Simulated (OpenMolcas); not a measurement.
# GaGeH5 (SMILES [GaH2][GeH3]): the energy, rung by rung

GaGeH5 has 7 atoms, charge 0, and is taken as a singlet. SMILES: `[GaH2][GeH3]`. The shape is that of a PBE0-D4/def2-TZVP optimisation.

```jsonl
{"atom": "Ga", "x (Å)": "-0.3665", "y (Å)": "-1.3596", "z (Å)": "0.1114"}
{"atom": "Ge", "x (Å)": "0.2778", "y (Å)": "0.9879", "z (Å)": "-0.1074"}
{"atom": "H", "x (Å)": "0.5299", "y (Å)": "-2.3543", "z (Å)": "0.9350"}
{"atom": "H", "x (Å)": "-1.6930", "y (Å)": "-1.8917", "z (Å)": "-0.5428"}
{"atom": "H", "x (Å)": "-0.3075", "y (Å)": "1.6573", "z (Å)": "-1.3646"}
{"atom": "H", "x (Å)": "-0.2461", "y (Å)": "1.7798", "z (Å)": "1.1091"}
{"atom": "H", "x (Å)": "1.8055", "y (Å)": "1.1806", "z (Å)": "-0.1406"}
```

Quantity: the energy change with the Ga1–H3 bond stretched from 1.572 to 1.808 Å, in eV. The values are calculated.

```csv
level,kind,program,value (eV),less CCSD(T)/def2-SVPD,CPU time (all runs)
HF/def2-SVPD (restricted),Hartree–Fock,OpenMolcas,0.29,0.00,41 s
SVWN5/def2-SVPD (restricted),LDA,OpenMolcas,0.28,-0.01,71 s
PBE/def2-SVPD (restricted),GGA,OpenMolcas,0.25,-0.04,91 s
revPBE/def2-SVPD (restricted),GGA,OpenMolcas,0.23,-0.06,97 s
r2SCAN/def2-SVPD (restricted),meta-GGA,OpenMolcas,0.30,+0.01,2.3 min
BHLYP/def2-SVPD (restricted),global hybrid,OpenMolcas,0.31,+0.02,88 s
M06-2X/def2-SVPD (restricted),hybrid meta-GGA,OpenMolcas,0.26,-0.03,1.9 min
B2PLYP/def2-SVPD (restricted),double hybrid,OpenMolcas,0.30,+0.01,84 s
MP2/def2-SVPD (restricted),perturbation theory,OpenMolcas,0.33,+0.04,35 s
CCSD(T)/def2-SVPD (Cholesky decomposition) (restricted),coupled cluster or CI,OpenMolcas,0.29,0.00,29 min
```

Differences are taken from CCSD(T)/def2-SVPD (Cholesky decomposition) (restricted) for orientation; it has basis-set and higher-order errors of its own. All-electron rows without a relativistic Hamiltonian named are non-relativistic. The first shape isn't each level's own minimum. The values span 0.23 to 0.33 eV. In the correlated wave-function rows the outer d shell of Ga, Ge is correlated, in sets not made for it. Times are those of the runs behind each value, whatever else they computed, on shared processors of several kinds: orders of magnitude only.
